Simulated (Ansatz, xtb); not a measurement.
## Ranking isomers of C3H7ClF2Si2

3 gas-phase structures of C3H7ClF2Si2, from a drawn sample of its isomers (lower ones may exist). Each was relaxed with GFN2-xTB; where two conformers were screened, the lower at r2SCAN-D4/def2-SVP is listed:

A. `C/C(=C\[SiH](F)F)[SiH2]Cl`, a singlet
B. `FC/C(=C/[SiH2]F)[SiH2]Cl`, a singlet
C. `F[Si]1(F)C[SiH2]C[C@@H]1Cl`, a singlet

Estimate their order in r2SCAN-D4/def2-SVP energy at these geometries, lowest first.

Calculated order at r2SCAN-D4/def2-SVP: A (0.0), C (1.4), B (216.3) kJ/mol. Less than 1 kcal/mol parts A and C, so the order within that pair means little.

Energies above the lowest of each column, in kJ/mol; the last columns are at PBE0-D3(BJ)/def2-SVP geometries:

```json
{"structure": "A", "GFN2-xTB": "0.0", "HF/STO-3G": "96.2", "r2SCAN-D4/def2-SVP": "0.0", "PBE0-D3(BJ)/def2-SVP": "2.7", "CCSD(T)/def2-SVP + ΔMP2/def2-TZVPP": "0.0"}
{"structure": "C", "GFN2-xTB": "108.6", "HF/STO-3G": "0.0", "r2SCAN-D4/def2-SVP": "1.4", "PBE0-D3(BJ)/def2-SVP": "0.0", "CCSD(T)/def2-SVP + ΔMP2/def2-TZVPP": "16.7"}
{"structure": "B", "GFN2-xTB": "169.2", "HF/STO-3G": "205.8", "r2SCAN-D4/def2-SVP": "216.3", "PBE0-D3(BJ)/def2-SVP": "214.8", "CCSD(T)/def2-SVP + ΔMP2/def2-TZVPP": "240.0"}
```

CCSD(T)/def2-SVP + ΔMP2/def2-TZVPP puts A lowest; HF/STO-3G picks C, PBE0-D3(BJ)/def2-SVP picks C. Flexible structures stand in one conformer each, not always the lowest. The ΔMP2 step shifts differences by up to 31.9 kJ/mol, which makes them less sure. ΔMP2 is the change of the MP2 energy from the smaller to the larger basis.

Programs: Ansatz 0.2.0, xtb 6.7.1.
